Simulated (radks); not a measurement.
Values are calculated unless marked as measured or tabulated.
Question: Radial electron density D(r) = 4 pi r^2 rho(r) of an atom or ion with 8 electrons. Level of theory: scalar-relativistic Kohn-Sham, LDA (Slater exchange, VWN5 correlation), spin-polarised, spherical densities, finite nucleus; Fermi nuclear charge, rms radius of each element as measured or else 0.836 A^(1/3) + 0.57 fm (a radial shooting solver on a logarithmic mesh with Libxc functionals).

```
   r/bohr * D(r) (the largest magnitude, 71.6, reaches the edge; | marks zero)
 0.001298 |  *
 0.001417 |   *
  0.00156 |   *
 0.001717 |    *
  0.00189 |     *
 0.002081 |      *
  0.00229 |       *
 0.002521 |        *
 0.002775 |         *
 0.003055 |           *
 0.003336 |            *
 0.003672 |              *
 0.004042 |                *
 0.004449 |                   *
 0.004897 |                     *
  0.00539 |                        *
 0.005934 |                           *
 0.006531 |                              *
  0.00719 |                                  *
 0.007851 |                                     *
 0.008642 |                                        *
 0.009513 |                                           *
  0.01047 |                                              *
  0.01153 |                                                 *
  0.01269 |                                                   *
  0.01397 |                                                     *
  0.01537 |                                                      *
  0.01692 |                                                      *
  0.01848 |                                                     *
  0.02034 |                                                    *
  0.02239 |                                                  *
  0.02465 |                                                *
  0.02713 |                                             *
  0.02986 |                                          *
  0.03287 |                                       *
  0.03618 |                                      *
  0.03983 |                                     *
  0.04349 |                                     *
  0.04788 |                                      *
   0.0527 |                                        *
  0.05801 |                                          *
  0.06386 |                                             *
  0.07029 |                                               *
  0.07737 |                                               *
  0.08517 |                                              *
  0.09375 |                                           *
   0.1024 |                                       *
   0.1127 |                                 *
    0.124 |                           *
   0.1365 |                    *
   0.1503 |              *
   0.1654 |         *
   0.1821 |     *
   0.2005 |  *
   0.2207 | *
    0.241 |*
   0.2652 *
    0.292 *
   0.3214 *
   0.3538 *
```

What is the nuclear charge?

Answer: Z = 57. The innermost maximum, from 1s, lies near gamma/Z bohr with gamma = sqrt(1 - (Z/c)^2) = 0.909, here 0.016 bohr (found: 0.0165), and its height grows with Z. The density is that of the lanthanum ion La49+ in [He] 2s2 2p4; the configuration itself is not fixed sharply by these data, and Z only to a few units. D(r) has 2 maxima, at r = 0.0165, 0.0768 bohr, and minima at 0.0415 bohr, inside which lie 2.19 electrons.
